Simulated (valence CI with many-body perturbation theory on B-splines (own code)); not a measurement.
Hyperfine factors and g values of Kr¹⁴⁺

Calculated by valence CI with perturbative core correlation (CI+MBPT): four valence electrons over a frozen Dirac-Fock core [Ar], radial functions for each j: 7 s, 7 p, 8 d, 6 f, 4 g, 1 h, with the one-electron correlation potential Σ1 (screened to all orders), the two-electron term Σ2, the three-electron term Σ3, Breit, model QED; selected single and double excitations, second order for the rest, scaled by the run's own slope (own B-spline code, finite nucleus).

No measured spectrum was set against this ion. As an estimate, terms of the open shell hold to 2 to 4 % of their energy, and close levels can change places. The list stops below the first excitations out of the core. Only levels of the ground parity were solved; by the run's estimate the other parity begins above the list, which can be wrong where configurations are misplaced.

A/g_I is the dipole constant over the nuclear g factor μ/I (μ in nuclear magnetons, uniformly magnetised nucleus), B/Q the quadrupole constant per barn. Both hold the static response of the core; the bare values leave it out. Large factors of s and p1/2 electrons are usually good to 5 to 10 %; those of open d and f shells near neutrality can be off by tens of per cent, and small factors of p3/2, d and f electrons come from cancelling terms and can be off by a factor of two or in sign, in half-filled shells by more. B is blank for J = 1/2, where it vanishes, and for nearly pure S terms. Energies count from the lowest level. Levels with J = 0 are left out.

Names give the largest LS component (configuration and term), which can be under half, so a name can repeat, a term be missing and a line seem to break the LS rules; names also repeat where a configuration has a term twice. Letters in brackets count levels of one name in rising energy.

| Level | E (cm⁻¹) | g | A/g_I (MHz) | A/g_I bare | B/Q (MHz/b) | B/Q bare |
| --- | --- | --- | --- | --- | --- | --- |
| 3d⁴ ⁵D_1 | 2426 | 1.498 | 252 | 513 | 1600 | 1650 |
| 3d⁴ ⁵D_2 | 5988 | 1.496 | 788 | 1050 | 1030 | 1060 |
| 3d⁴ ⁵D_3 | 10028 | 1.493 | 1340 | 1590 | -1120 | -1150 |
| 3d⁴ ⁵D_4 | 14247 | 1.490 | 1850 | 2100 | -4680 | -4820 |
| 3d⁴ ³H_4 | 55202 | 0.887 | 3760 | 3740 | 2330 | 2400 |
| 3d⁴ ³P_1 [a] | 60591 | 1.474 | 1580 | 1830 | -237 | -250 |
| 3d⁴ ³H_5 | 60774 | 1.053 | 3220 | 3270 | 2920 | 3010 |
| 3d⁴ ³F_3 [a] | 63586 | 0.937 | 3680 | 3670 | 226 | 233 |
| 3d⁴ ³H_6 | 64236 | 1.154 | 3120 | 3210 | 2480 | 2550 |
| 3d⁴ ³F_2 [a] | 65105 | 0.686 | 4300 | 4180 | -109 | -114 |
| 3d⁴ ³F_4 [a] | 67783 | 1.120 | 2810 | 2900 | -422 | -434 |
| 3d⁴ ³P_2 [a] | 73148 | 1.459 | 1810 | 2050 | 60.6 | 58.6 |
| 3d⁴ ³G_4 | 75858 | 1.071 | 3280 | 3340 | -1210 | -1250 |
| 3d⁴ ³G_3 | 75930 | 0.904 | 3390 | 3380 | -902 | -935 |
| 3d⁴ ³G_5 | 80316 | 1.178 | 2690 | 2800 | -1830 | -1900 |
| 3d⁴ ³D_3 | 88465 | 1.318 | 2380 | 2550 | 741 | 770 |
| 3d⁴ ³D_2 | 90301 | 1.168 | 2890 | 2990 | 1110 | 1150 |
| 3d⁴ ¹I_6 | 91353 | 1.009 | 3370 | 3400 | 4590 | 4730 |
| 3d⁴ ³D_1 | 92872 | 0.527 | 4920 | 4730 | 671 | 694 |
| 3d⁴ ¹G_4 [a] | 97349 | 1.026 | 2920 | 2960 | -1730 | -1780 |
| 3d⁴ ¹D_2 [a] | 114110 | 1.021 | 3370 | 3410 | 2240 | 2300 |
| 3d⁴ ¹F_3 | 124700 | 1.012 | 3250 | 3280 | 5340 | 5490 |
| 3d⁴ ³P_2 [b] | 143020 | 1.475 | 1680 | 1930 | 1170 | 1220 |
| 3d⁴ ³F_4 [b] | 146390 | 1.237 | 2300 | 2440 | 4790 | 4940 |
| 3d⁴ ³F_2 [b] | 148400 | 0.684 | 4870 | 4750 | 3990 | 4110 |
| 3d⁴ ³F_3 [b] | 149950 | 1.077 | 3280 | 3340 | 4230 | 4360 |
| 3d⁴ ³P_1 [b] | 152930 | 1.496 | 489 | 748 | -1120 | -1150 |
| 3d⁴ ¹G_4 [b] | 167200 | 1.009 | 3490 | 3520 | 2040 | 2110 |
| 3d⁴ ¹D_2 [b] | 217150 | 0.999 | 3370 | 3390 | -5540 | -5710 |

Task: Take the isotope of mass number 83, with I = 9/2, μ = -0.97073 μN and Q = 0.259 b. What is the hyperfine structure of 3d⁴ ³H_4?

Result: From the table A = -812 MHz, B = 604 MHz. Shifts from the centre of gravity in MHz: F = 1/2: 18100, F = 3/2: 16900, F = 5/2: 14800, F = 7/2: 11800, F = 9/2: 8060, F = 11/2: 3520, F = 13/2: -1770, F = 15/2: -7780, F = 17/2: -14500.
